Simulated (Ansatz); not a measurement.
A nudged elastic band was laid between two geometries of Cl2FH3W (7 atoms, charge 0, multiplicity 1).

Level of theory: RKS B3LYP-D4/def2-SVP in Ansatz 0.2.0.

```yaml
movable_images: 7
climbing_image: yes
spring: 5.0 eV/Å²
optimiser: quadratic models (default)
start_path: through a guess of the saddle point
force_threshold: 0.05 eV/Å
iteration_limit: 60
end_points: relaxed
```

Image 0:

```xyz
7
Properties=species:S:1:pos:R:3
W -0.142 0.048 0.079
F -0.037 0.464 1.874
H 1.565 -0.100 0.076
H 1.076 1.233 -0.003
Cl -2.424 -0.509 0.306
H 0.423 -1.525 0.089
Cl -0.191 0.389 -2.152
```

Image 8:

```xyz
7
Properties=species:S:1:pos:R:3
W -0.344 0.111 -0.487
F 0.329 -0.312 1.787
H 1.142 -0.532 1.347
H 0.616 1.436 -0.102
Cl -2.291 0.127 0.685
H 1.131 -0.743 -0.259
Cl -0.313 -0.087 -2.702
```

Task: Which bonds break or form, and what moves?

Result: Bonds broken: W1–H3. Bonds formed: F2–H3.

Task: What energy profile does the band end with?

Result: The forces met the threshold. The highest image is number 4 of 0 to 8, 2.00 eV above the first end and 0.23 eV above the last; the last end lies 1.77 eV above the first. A vibrational analysis at the climbing image gives one clearly imaginary mode, 989i cm⁻¹: a first-order saddle point. The orbitals stay closed-shell, which can raise the energy where a bond breaks towards radicals; this wasn't checked here.

```
image  path coordinate (Å)  energy (eV)  W1–H3 (Å)  F2–H3 (Å)
    0                 0.00         0.00       1.71       2.47
    1                 0.52         0.02       1.72       2.40
    2                 1.04         0.12       1.70       2.18
    3                 1.56         0.91       1.65       1.70
    4                 2.09         2.00       1.83       1.15
    5                 2.53         1.82       2.25       0.96
    6                 2.97         1.79       2.61       0.94
    7                 3.41         1.78       2.54       0.94
    8                 3.85         1.77       2.45       0.95
```

Task: What is the geometry of the highest image?

Result: 
```xyz
7
Properties=species:S:1:pos:R:3
W -0.245 -0.011 -0.331
F 0.294 -0.015 1.787
H 1.072 0.033 0.938
H 0.720 1.350 -0.087
Cl -2.297 -0.146 0.664
H 0.861 -1.270 -0.140
Cl -0.134 0.058 -2.561
```

Task: What are the harmonic wavenumbers there?

Result: 989i, 65, 104, 210, 259, 371, 405, 449, 537, 623, 828, 887, 1855, 2059, 2075 cm⁻¹.

The band took 22 iterations and of the order of 17 core-minutes.

Run time: 8.8 min on 2 threads of Arm Neoverse V1 (shared host), peak memory 0.23 GiB.
